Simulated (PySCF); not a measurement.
A calculated (UHF, PySCF 2.14, def2-SVP, the non-relativistic Hamiltonian (point nucleus)) atom or ion has these occupied shells.

| shell | electrons | orbital energy (eV) | rms radius, mean of both spins (bohr) |
| --- | --- | --- | --- |
| 1s | 2 | -3639.6 | 0.0945 |
| 2s | 2 | -400.40 | 0.420 |
| 2p | 6 | -319.69 | 0.388 |
| 3s | 2 | -53.553 | 1.37 |
| 3p | 6 | -31.964 | 1.56 |

Task: Name the element and its charge.

Result: K⁺ (potassium, charge +1), in [Ar], closed-shell 1S.
